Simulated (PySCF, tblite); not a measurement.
Isomers of C3H8OSSi, one GFN2-xTB conformer each. Single-point energies are computed at PBE0/pcSseg-1 (PySCF, gas phase, no added dispersion term), electronic only.

Problem. Rank them by PBE0/pcSseg-1 energy, lowest first (kcal/mol).
A. `[CH3:1][SiH2:2][O:3][C:4]([CH3:5])=[S:6]` with C1–Si2–O3–C4 67°, Si2–O3–C4–C5 180°
B. `[CH3:1][S:2]/[CH:3]=[CH:4]/[O:5][SiH3:6]` with C1–S2–C3–C4 0°, C3–C4–O5–Si6 -3°
C. `[CH2:1]=[CH:2][Si@@H:3]([OH:4])[S:5][CH3:6]` with C1–C2–Si3–O4 -135°, C2–Si3–O4–H 54°, C2–Si3–S5–C6 -175°
D. `[CH2:1]=[C:2]([CH3:3])[S:4][SiH2:5][OH:6]` with C1–C2–S4–Si5 -117°, C2–S4–Si5–O6 36°, S4–Si5–O6–H 46°

Solution. C (0.0), D (5.0), A (6.4), B (39.1).

As drawn, the lowest has an O–H bond and an Si–C bond, which the highest lacks. Neighbours under 2.5 kcal/mol apart (C=C(C)S[SiH2]O and C[SiH2]OC(C)=S) can change places with a better method, another conformer or zero-point energy. GFN2-xTB itself gives, in the same order: 16.0, 0.0, 2.0, 14.5. GFN2-xTB puts C=C(C)S[SiH2]O lowest instead; measured from each level's own lowest isomer, the values differ by up to 24.6 kcal/mol (CS/C=C/O[SiH3]: 14.5 against 39.1).

Problem. Which frontier levels, dipoles and rotational constants go with these structures?

Solution. 
| SMILES | HOMO (eV, PBE0/pcSseg-1) | LUMO (eV) | dipole (D) | A, B, C (MHz) |
| --- | --- | --- | --- | --- |
| C=C[Si@@H](O)SC | -6.79 | -0.69 | 1.20 | 3319, 1684, 1198 |
| C=C(C)S[SiH2]O | -6.89 | -0.11 | 1.37 | 3318, 1631, 1458 |
| C[SiH2]OC(C)=S | -6.56 | -1.40 | 2.04 | 3614, 1552, 1248 |
| CS/C=C/O[SiH3] | -5.81 | 0.29 | 0.74 | 7696, 889.2, 808.5 |

Problem. What happens when harmonic zero-point energies from GFN2-xTB frequencies are added?

Solution. 
```
         SMILES  ZPE (kcal/mol)  electronic (kcal/mol)  with ZPE (kcal/mol)
C=C[Si@@H](O)SC            64.0                    0.0                  0.0
 C=C(C)S[SiH2]O            63.2                    5.0                  4.1
 C[SiH2]OC(C)=S            63.3                    6.4                  5.6
 CS/C=C/O[SiH3]            61.5                   39.1                 36.6
```

The zero-point energies span 2.5 kcal/mol. The order is unchanged.
